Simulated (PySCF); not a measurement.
# Iodine: a sound run and one with changed settings

Sound run: I⁺ [Kr] 4d10 5s2 5p4, I²⁺ [Kr] 4d10 5s2 5p3. Calculation: PySCF 2.14, in aug-cc-pVDZ-PP with ECP28MDF (5s4p3d, 32 functions); a scalar-relativistic core potential. The sound run starts from symmetry-adapted Hartree-Fock orbitals and uses a fine grid where one is needed.

Changed run: 26 angular points. This setting is unsound on purpose.

```json
{"species": "I⁺", "method": "UHF", "sound run (hartree)": "-294.30127", "changed run (hartree)": "-294.30127", "converged": "yes"}
{"species": "I⁺", "method": "r2SCAN", "sound run (hartree)": "-295.40792", "changed run (hartree)": "-295.40897", "converged": "yes"}
{"species": "I⁺", "method": "M06-L", "sound run (hartree)": "-295.46288", "changed run (hartree)": "-295.46419", "converged": "yes"}
{"species": "I²⁺", "method": "UHF", "sound run (hartree)": "-293.65440", "changed run (hartree)": "-293.65440", "converged": "yes"}
{"species": "I²⁺", "method": "r2SCAN", "sound run (hartree)": "-294.72124", "changed run (hartree)": "-294.72124", "converged": "yes"}
{"species": "I²⁺", "method": "M06-L", "sound run (hartree)": "-294.78347", "changed run (hartree)": "-294.78347", "converged": "yes"}
```

Ionisation energy of I⁺:

```json
{"method": "UHF", "sound run (eV)": "17.602", "changed run (eV)": "17.602"}
{"method": "r2SCAN", "sound run (eV)": "18.686", "changed run (eV)": "18.714"}
{"method": "M06-L", "sound run (eV)": "18.488", "changed run (eV)": "18.523"}
```

A coarse angular grid integrates products of high-l functions wrongly, so density functionals can shift, and the SCF can exploit the error; Hartree-Fock and MP2 need no grid.

For comparison, NIST gives 19.131 eV between the lowest levels.
